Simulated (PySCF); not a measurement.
## Solvent effects on NMR parameters

Atoms are numbered as in `[CH3:1][C:2](=[O:3])[O:4][c:5]1[cH:6][cH:7][s:8][cH:9]1`. Each H is labelled by its parent atom.

GIAO PBE0/pcSseg-1 in PySCF 2.14.0 with density-fitted response routines on one PBE0-D3(BJ)/def2-SVP conformer, non-relativistic, equivalent nuclei averaged. Solvents enter as an IEF-PCM continuum (cyclohexane with ε = 2.0, chloroform with ε = 4.7) around the gas-phase geometry. Shifts are referred to TMS, CS2 computed in the same medium.

Gas phase, δ in ppm: C2 170.6, C5 152.7, C7 130.2, C6 125.0, C9 117.6, C1 22.6, S8 189.8, H(C9) 8.20, H(C7) 7.00, H(C6) 6.92, H(C1) 2.18. Dipole moment 2.28 D.

(1) How does each δ change in the continuum?

(2) Which nuclei move most (in ppm), and what does the model miss?

Results:

(1) 
| atoms | environment | Δδ, cyclohexane | Δδ, chloroform |
| --- | --- | --- | --- |
| C2 | ester carbonyl carbon | +2.0 | +3.6 |
| C5 | aromatic carbon bearing oxygen | +0.6 | +1.1 |
| C7 | aromatic CH next to the ring sulfur | +1.2 | +2.2 |
| C6 | aromatic CH | +0.7 | +1.4 |
| C9 | aromatic CH next to the ring sulfur | 0.0 | -0.1 |
| C1 | methyl carbon α to a carbonyl | +0.5 | +1.0 |
| S8 | aromatic ring sulfur | -1.6 | -2.9 |
| H(C9) | hydrogen on an aromatic CH next to the ring sulfur | -0.02 | -0.05 |
| H(C7) | hydrogen on an aromatic CH next to the ring sulfur | +0.15 | +0.28 |
| H(C6) | hydrogen on an aromatic CH | +0.10 | +0.19 |
| H(C1) | hydrogen on a methyl carbon α to a carbonyl | +0.08 | +0.15 |

Changes are relative to the gas phase. The dipole moment becomes 2.55 D in cyclohexane, 2.78 D in chloroform.

(2) C2 (ester carbonyl carbon, +3.6 ppm) in chloroform. A continuum only polarises the solute; specific hydrogen bonds, the anisotropy of aromatic solvents and changes of geometry or conformer are outside it.
